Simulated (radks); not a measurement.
Task: Excited configurations of Ce: one electron is placed in a higher orbital outside [Xe] 4f1 5d2. The ground configuration is [Xe] 4f1 5d1 6s2. All-electron calculation, Dirac Kohn-Sham, PBE, spin-unpolarised, spherical densities, finite nucleus; open shells are shared between the two j in proportion to 2j + 1; Fermi nuclear charge, rms radius 4.8771 fm. Program: a radial shooting solver on a logarithmic mesh with Libxc functionals. Excitation = E - E(ground); binding = E(ion) - E, where the ion is the core of charge +1; n* = 1/sqrt(2 binding) in atomic units, and the quantum defect is n - n*. Eigenvalue and <r> are those of j = l + 1/2.

outer orbital  excitation (eV)  binding (eV)     n*  quantum defect  eigenvalue (eV)  <r> (bohr)
5f                       5.316         0.924  3.838           1.162           -0.430       16.97
6s                       0.895         5.346  1.595           4.405           -3.196       4.543
6p                       3.077         3.163  2.074           3.926           -1.544       6.282
6d                       4.779         1.461  3.052           2.948           -0.716       11.81
6f                       5.595         0.645  4.593           1.407           -0.367       28.65
7s                       4.223         2.017  2.597           4.403           -1.208       10.79
7p                       4.729         1.511  3.001           3.999           -0.873       13.74
7f                       5.770         0.470  5.381           1.619           -0.288       42.79

Estimate the row for 7d.

Result: excitation (eV) 5.330; binding (eV) 0.910; n* 3.867; quantum defect 3.133; eigenvalue (eV) -0.523; <r> (bohr) 21.73. The Delta-SCF ionisation energy is 6.240 eV (NIST Atomic Spectra Database: 5.539 eV, measured). Self-interaction in the functional shifts the binding energies and quantum defects, so they are the method's values and not measured ones. Spin polarisation and multiplet splitting are left out, so open shells lie too high by an amount that depends on their filling. Sharing an open shell by 2j + 1 raises it above the true ground level by a part of the spin-orbit splitting, which enters the differences from NIST.

Beside tabulated values, note that spin-unpolarised runs miss the spin-polarisation part of the exchange energy of open shells.
